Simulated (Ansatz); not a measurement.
System: CH$_{3}$Si, charge 0, doublet. CH3Si (SMILES C[Si], doublet).
B3LYP-D3(BJ)/def2-TZVP minimum from Ansatz (a program for electronic structure):
```xyz
5

C     -1.1030     0.0446     0.0262
Si     0.7938    -0.0232    -0.0072
H     -1.4093    -0.5919    -0.8203
H     -1.5274     1.0350    -0.1585
H     -1.5592    -0.3861     0.9215
```
Charge 0, spin multiplicity 2.

Atomisation energy term by term, kcal/mol (programs: Ansatz). UHF or UKS for unpaired electrons; spin-orbit terms are left out. Correlated methods leave the cores frozen. Rows without X2C or -DK are non-relativistic. CBS(X,Y): correlation extrapolated as X^-3, Hartree-Fock from the larger set. A bracket is a step between two methods taken in the basis named. '+ core + X2C': CCSD(T) terms for core correlation (cc-pwCVTZ, 1s frozen past Ne) and scalar relativity (cc-pVTZ-DK). Where a partner has so few electrons that a lower coupled-cluster level is exact, that level stands in. The UHF reference of CH3Si (C[Si], doublet) is spin-contaminated (<S^2> up to 0.04 over the pure value in the sets run).

```tsv
term	basis	kcal/mol
Hartree-Fock	cc-pV(Q+d)Z	284.98
CCSD correlation	CBS(cc-pV(T+d)Z,cc-pV(Q+d)Z)	88.55
(T)	CBS(cc-pV(T+d)Z,cc-pV(Q+d)Z)	4.71
CCSDT(Q) - CCSD(T)	cc-pV(T+d)Z	0.09
core correlation	cc-pwCVTZ	1.24
scalar relativity	X2C, cc-pVTZ-DK	-0.32
sum: De		379.3
```

The step beyond CCSD(T) by other levels: CCSDT(Q) in cc-pV(D+d)Z 0.28 kcal/mol.
